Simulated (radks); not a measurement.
Task: All-electron atom: P VII in [He] 2s2 2p5 (the NIST ground configuration). Calculated with a radial shooting solver on a logarithmic mesh with Libxc functionals: non-relativistic Kohn-Sham, LDA (Slater exchange, Perdew-Wang correlation), spin-unpolarised, spherical densities, point nucleus. Some entries of the table are withheld. Estimate them.

orbital,occ.,eigenvalue (hartree),<1/r> (bohr^-1),r(max) (bohr)
1s,2,-81.05815,(1),(2)
2s,2,(3),2.900,0.4140
2p,5,-8.97070,(4),0.3438

Result: 
(1) 1s <1/r> (bohr^-1): 14.53
(2) 1s r(max) (bohr): 0.06822
(3) 2s eigenvalue (hartree): -10.64518
(4) 2p <1/r> (bohr^-1): 2.824
